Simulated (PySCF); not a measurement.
**Bond curve of CuF⁺**

Set-up: PySCF, scalar-relativistic core potentials, basis sets Cu cc-pVDZ-PP with ECP10, F cc-pVDZ. Energies in eV from Cu⁺ (3d10) + F in their ground configurations at the same level. State: ²Σ⁺ (doublet), unpaired electrons σ ↑.

All columns are PBE0. A positive dipole points towards F; it is taken about the centre of mass and depends on that origin.

| R (Å) | E (eV) | μ (D) | Mulliken charge on Cu (basis-dependent) | HOMO (eV) | LUMO (eV) | Mayer bond order | ⟨S²⟩ |
| --- | --- | --- | --- | --- | --- | --- | --- |
| 1.459 | -0.550 | -4.27 | 1.23 | -17.59 | -12.83 | 1.18 | 0.75 |
| 1.527 | -1.243 | -4.51 | 1.24 | -17.52 | -12.97 | 1.16 | 0.75 |
| 1.595 | -1.608 | -4.72 | 1.24 | -17.39 | -13.09 | 1.15 | 0.75 |
| 1.646 | -1.730 | -4.83 | 1.23 | -17.27 | -13.17 | 1.13 | 0.75 |
| 1.697 | -1.758 | -4.92 | 1.22 | -17.14 | -13.24 | 1.12 | 0.75 |
| 1.748 | -1.716 | -4.98 | 1.22 | -17.02 | -13.29 | 1.09 | 0.75 |
| 1.816 | -1.589 | -4.99 | 1.20 | -16.88 | -13.32 | 1.05 | 0.76 |
| 1.901 | -1.363 | -4.91 | 1.18 | -16.76 | -13.32 | 0.98 | 0.76 |
| 2.002 | -1.064 | -4.68 | 1.15 | -16.72 | -13.24 | 0.86 | 0.77 |
| 2.138 | -0.706 | -4.23 | 1.11 | -16.80 | -13.06 | 0.67 | 0.78 |

A fit through these points gives, at Re = 1.689 Å, μ = -4.91 D and dμ/dR = -1.51 D/Å; the reduced mass is 14.59 u.

Task: How strong is the fundamental in the double-harmonic approximation, I = 42.26·(dμ/dR)²/μred km/mol?

Result: I = 42.26·(-1.51)²/14.59 = 6.60 km/mol at PBE0.

For an ion De counts to the pair picked by the measured ionisation energies or electron affinities, which need not be the lowest pair at this level. The state is the lowest single determinant that the PBE0 search found; with open d or f shells the true ground state can be another one.
